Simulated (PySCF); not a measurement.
# A small calculation by hand: chemical shift, span and skew from a shielding tensor

C3H10OSi, SMILES CC(C)(O)[SiH3]. Atoms are numbered in the order given.

```xyz
15

C     -0.9716    -0.6123     1.2629
C     -0.3872     0.0290     0.0000
C     -0.9716    -0.6123    -1.2629
O     -0.6384     1.4398     0.0000
Si     1.5281    -0.0693     0.0000
H     -2.0727    -0.5066     1.2663
H     -0.7434    -1.6885     1.3208
H     -0.5834    -0.1220     2.1686
H     -0.7434    -1.6885    -1.3208
H     -2.0727    -0.5066    -1.2663
H     -0.5834    -0.1220    -2.1686
H     -1.5983     1.5723     0.0000
H      2.0696     0.5942     1.2193
H      1.9540    -1.5022     0.0000
H      2.0696     0.5942    -1.2193
```
Charge 0, spin multiplicity 1.

The structure is a stationary point at B3LYP-D3(BJ)/def2-SVP. Other conformers were not sampled.

GIAO shieldings from PBE/pcSseg-1 run with PySCF, non-relativistic, no solvent. The symmetric part of the tensor of C1 has the principal values 129.0, 132.4, 180.4 ppm. The same nucleus in TMS has σ = 182.0 ppm at this level (PySCF, at its B3LYP-D3(BJ)/def2-TZVP geometry).

Question: Work out the isotropic shielding, the ¹³C shift against TMS, the span and the skew.

Answer: 
σ(iso) = (σ11 + σ22 + σ33)/3 = 147.3 ppm. δ = σ(ref) − σ(iso) = 182.0 − (147.3) = 34.7 ppm.
Span Ω = σ33 − σ11 = 51.4 ppm. Skew κ = 3(σ(iso) − σ22)/Ω = 0.87. Tumbling in solution averages the tensor to δ; in a static solid the shielding alone would spread this spin-1/2 line over Ω.
